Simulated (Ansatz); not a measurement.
A structure relaxed at r2SCAN-D4/def2-SVPD in Ansatz, charge -1, doublet:

Cartesian coordinates in Å:
```
Ge 0.143 -0.093 2.163
Sn -0.163 1.671 0.157
Sn 1.703 -0.730 -0.126
Sn -1.399 -1.077 0.103
Sn -0.283 0.229 -2.297
```

(1) Give its formula.

(2) Summarise the bond lengths by kind (pairs closer than 1.2 times the sum of covalent radii, bridged metal pairs left out).

## Answers

(1) Sn4Ge⁻.

(2) 6 × Sn–Sn 2.85 to 3.13 Å; 3 × Ge–Sn 2.69 to 2.84 Å.

In the def2 sets Sn takes a core potential; there is no spin–orbit coupling. Another isomer (doublet) lies 0.25 eV lower at PBE0-D4/def2-TZVPD; other spin states weren't run for this one.
